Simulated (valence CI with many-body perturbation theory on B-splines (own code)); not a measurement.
Nd⁵⁴⁺: E2, E3, M1, M2 decay

Method: configuration interaction combined with many-body perturbation theory (CI+MBPT): four valence electrons over a frozen Dirac-Fock core [He], radial functions for each j: 11 s, 11 p, 9 d, 7 f, 5 g, 2 h, 1 i, with the one-electron correlation potential Σ1, the two-electron term Σ2, the three-electron term Σ3, Breit, model QED; selected CI, second order for the rest (own B-spline code, finite nucleus).

The last digits are not significant, and no measured levels were compared; by estimate large intervals hold to a few tenths of a per cent, small ones and those within an open d or f shell to about a per cent. Among the levels kept, up to 280 cm⁻¹ of a level comes from second order outside the variational space, and about a tenth of that is noise between levels of different J, which matters for small intervals.

Lines 1 to 47 of 47 in falling wavelength, among levels below 60941 × 10³ cm⁻¹, chosen from the decays that carry over 1 % of a level's rate. Wavelengths and rates use the calculated energies. Electric multipoles are in the length gauge, E1 and E2 with the static RPA response of the core. Weak lines are less certain than strong ones. Lines between different terms over intervals too small for the method are left out, as are lines whose strength nearly cancels. The highest levels of a list are the least certain.

Levels are named by their leading jj configuration (3d3/2^4 stands for four electrons in 3d with j = 3/2), which in mixed levels can hold well under half, so a name can repeat and another be missing. Letters in brackets count levels of one name in rising energy.

| λ vac (Å) | Upper | Lower | Type | A (s⁻¹) | Branch % |
| --- | --- | --- | --- | --- | --- |
| 23.03 | (2s^2 2p1/2 2p3/2) J=1 | (2s^2 2p1/2^2) J=0 | M1 | 1.00e+09 | 100.0 |
| 22.49 | (2s^2 2p3/2 3d5/2) J=4 | (2s^2 2p1/2 3d5/2) J=3 | M1 | 8.05e+08 | 1.5 |
| 22.40 | (2s^2 2p3/2^2) J=2 | (2s^2 2p1/2 2p3/2) J=2 | M1 | 8.07e+08 | 19.9 |
| 22.33 | (2s^2 2p1/2 2p3/2) J=2 | (2s^2 2p1/2^2) J=0 | E2 | 2.13e+06 | 99.4 |
| 21.74 | (2s^2 2p3/2^2) J=2 | (2s^2 2p1/2 2p3/2) J=1 | M1 | 8.14e+08 | 20.1 |
| 20.09 | (2s^2 2p3/2^2) J=0 | (2s^2 2p1/2 2p3/2) J=1 | M1 | 1.96e+09 | 39.2 |
| 2.290 | (2s^2 2p3/2 3d5/2) J=4 | (2s 2p3/2^3) J=2 | E2 | 7.66e+08 | 1.4 |
| 2.103 | (2s^2 2p3/2 3p1/2) J=2 | (2s^2 2p3/2^2) J=0 | E2 | 1.46e+11 | 5.1 |
| 2.097 | (2s^2 2p1/2 3p1/2) J=1 | (2s^2 2p1/2 2p3/2) J=2 | E2 | 4.04e+11 | 35.4 |
| 2.096 | (2s 2p1/2^2 3p1/2) J=0 | (2s 2p1/2^2 2p3/2) J=2 | E2 | 7.87e+11 | 23.2 |
| 2.093 | (2s^2 2p3/2 3d5/2) J=4 | (2s 2p1/2 2p3/2^2) J=2 [b] | E2 | 8.61e+08 | 1.6 |
| 2.091 | (2s^2 2p1/2 3p1/2) J=1 | (2s^2 2p1/2 2p3/2) J=1 | E2 | 3.99e+11 | 35.0 |
| 2.087 | (2s^2 2p3/2 3p1/2) J=1 | (2s^2 2p3/2^2) J=2 | E2 | 4.15e+11 | 12.0 |
| 2.086 | (2s^2 2p3/2 3p1/2) J=2 | (2s^2 2p3/2^2) J=2 | E2 | 5.56e+11 | 19.6 |
| 2.085 | (2s^2 2p1/2 3p1/2) J=0 | (2s^2 2p1/2 2p3/2) J=2 | E2 | 7.75e+11 | 26.7 |
| 2.069 | (2s 2p1/2 2p3/2 3p3/2) J=4 | (2s 2p1/2 2p3/2^2) J=2 [b] | E2 | 2.39e+10 | 2.7 |
| 2.068 | (2s^2 2p3/2 3d5/2) J=4 | (2s 2p1/2 2p3/2^2) J=3 | E2 | 4.41e+09 | 8.0 |
| 2.045 | (2s 2p1/2 2p3/2 3p3/2) J=4 | (2s 2p1/2 2p3/2^2) J=3 | E2 | 2.32e+11 | 25.8 |
| 2.044 | (2s 2p1/2 2p3/2 3p3/2) J=0 [b] | (2s 2p1/2 2p3/2^2) J=2 [b] | E2 | 4.11e+11 | 7.1 |
| 2.037 | (2s 2p1/2^2 3p3/2) J=2 | (2s 2p1/2^2 2p3/2) J=2 | E2 | 2.73e+11 | 2.4 |
| 2.036 | (2s^2 2p1/2 3p3/2) J=2 | (2s^2 2p1/2 2p3/2) J=2 | E2 | 2.73e+11 | 16.0 |
| 2.034 | (2s^2 2p1/2 3p3/2) J=1 | (2s^2 2p1/2 2p3/2) J=2 | E2 | 1.87e+11 | 2.3 |
| 2.034 | (2s^2 2p3/2 3p3/2) J=3 | (2s^2 2p3/2^2) J=2 | E2 | 2.92e+11 | 3.8 |
| 2.032 | (2s 2p1/2 2p3/2 3p3/2) J=4 | (2s 2p1/2 2p3/2^2) J=2 [a] | E2 | 1.50e+10 | 1.7 |
| 2.030 | (2s^2 2p1/2 3p3/2) J=2 | (2s^2 2p1/2 2p3/2) J=1 | E2 | 1.21e+11 | 7.1 |
| 2.029 | (2s^2 2p1/2 3p3/2) J=1 | (2s^2 2p1/2 2p3/2) J=1 | E2 | 1.76e+11 | 2.2 |
| 2.019 | (2s^2 2p3/2 3p3/2) J=0 | (2s^2 2p3/2^2) J=2 | E2 | 7.56e+11 | 4.9 |
| 2.010 | (2s 2p1/2 2p3/2 3d5/2) J=5 | (2s 2p1/2 2p3/2^2) J=3 | M2 | 1.40e+10 | 41.6 |
| 2.010 | (2s 2p1/2 2p3/2 3d5/2) J=5 | (2s 2p1/2 2p3/2^2) J=3 | E3 | 7.05e+08 | 2.1 |
| 2.008 | (2s 2p1/2 2p3/2 3p3/2) J=0 [b] | (2s 2p1/2 2p3/2^2) J=2 [a] | E2 | 1.14e+11 | 2.0 |
| 2.000 | (2s^2 2p3/2 3d5/2) J=4 | (2s^2 2p3/2^2) J=2 | M2 | 1.34e+10 | 24.2 |
| 2.000 | (2s^2 2p3/2 3d5/2) J=4 | (2s^2 2p3/2^2) J=2 | E3 | 9.54e+08 | 1.7 |
| 1.892 | (2s^2 2p3/2 3d5/2) J=4 | (2s 2p1/2^2 2p3/2) J=2 | E2 | 5.01e+09 | 9.0 |
| 1.873 | (2s 2p1/2 2p3/2 3p3/2) J=4 | (2s 2p1/2^2 2p3/2) J=2 | E2 | 4.25e+11 | 47.3 |
| 1.866 | (2s^2 2p1/2 3p3/2) J=2 | (2s^2 2p1/2^2) J=0 | E2 | 3.75e+11 | 22.1 |
| 1.865 | (2s^2 2p3/2 3p3/2) J=3 | (2s^2 2p1/2 2p3/2) J=2 | E2 | 1.93e+11 | 2.5 |
| 1.860 | (2s^2 2p3/2 3p3/2) J=3 | (2s^2 2p1/2 2p3/2) J=1 | E2 | 2.68e+11 | 3.5 |
| 1.857 | (2s^2 2p3/2 3p3/2) J=2 | (2s^2 2p1/2 2p3/2) J=2 | E2 | 2.54e+11 | 1.2 |
| 1.852 | (2s^2 2p3/2 3p3/2) J=0 | (2s^2 2p1/2 2p3/2) J=2 | E2 | 4.04e+11 | 2.6 |
| 1.844 | (2s 2p1/2 2p3/2 3d5/2) J=5 | (2s 2p1/2^2 2p3/2) J=2 | E3 | 1.76e+09 | 5.2 |
| 1.836 | (2s^2 2p3/2 3d5/2) J=4 | (2s^2 2p1/2 2p3/2) J=2 | M2 | 6.01e+09 | 10.8 |
| 1.836 | (2s^2 2p3/2 3d5/2) J=4 | (2s^2 2p1/2 2p3/2) J=2 | E3 | 7.24e+08 | 1.3 |
| 1.832 | (2s^2 2p3/2 3d5/2) J=4 | (2s^2 2p1/2 2p3/2) J=1 | E3 | 1.22e+09 | 2.2 |
| 1.801 | (2s 2p1/2 2p3/2 3d3/2) J=4 | (2s^2 2p1/2 2p3/2) J=2 | E2 | 4.43e+11 | 14.2 |
| 1.799 | (2s 2p1/2 2p3/2 3d5/2) J=4 [a] | (2s^2 2p1/2 2p3/2) J=2 | E2 | 6.46e+11 | 4.6 |
| 1.786 | (2s 2p1/2 2p3/2 3d3/2) J=3 [c] | (2s^2 2p1/2 2p3/2) J=2 | E2 | 1.84e+12 | 2.5 |
| 1.780 | (2s 2p1/2 2p3/2 3d3/2) J=1 [c] | (2s^2 2p1/2 2p3/2) J=1 | E2 | 2.43e+12 | 1.2 |
